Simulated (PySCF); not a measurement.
Cd(I)(OMe) (CH3CdIO), SMILES C[O][Cd][I]. The structure is a stationary point at r2SCAN-D4/def2-SVP. The structure was generated by enumeration; whether it is a known compound was not checked. The def2 effective core potentials stand for the cores of Cd, I; spin–orbit coupling is left out. Other conformers were not sampled.

**Question.** Give the equilibrium geometry at r2SCAN-D4/def2-SVP (PySCF confirms it by a frequency run) as a Z-matrix, and its point group. (An estimate is asked for; the answer gives what the named calculation found.)

**Answer.** This is not unique; one that fits is point group Cs.
```
O
C 1 1.4019
H 2 1.1065 1 108.13
H 2 1.1101 3 106.65 1 -122.78
H 2 1.1101 3 106.65 4 -114.43
Cd 1 1.9760 2 123.01 3 -180.00
I 6 2.5832 2 161.58 3 180.00
```
